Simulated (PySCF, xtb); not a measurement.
CdI, SMILES [Cd+][I], charge +1.

Harmonic wavenumbers (cm⁻¹) from xtb with GFN2-xTB at its own minimum, in rising order: 247.

**Question.** What does PySCF with PBE-D3(BJ)/def2-TZVP give at its own minimum? (The exact figures need the calculation; the answer reports its results.)

**Answer.** 204. Paired by order, the mean absolute difference is 42 cm⁻¹ and the zero-point energies are 0.4 and 0.3 kcal/mol.
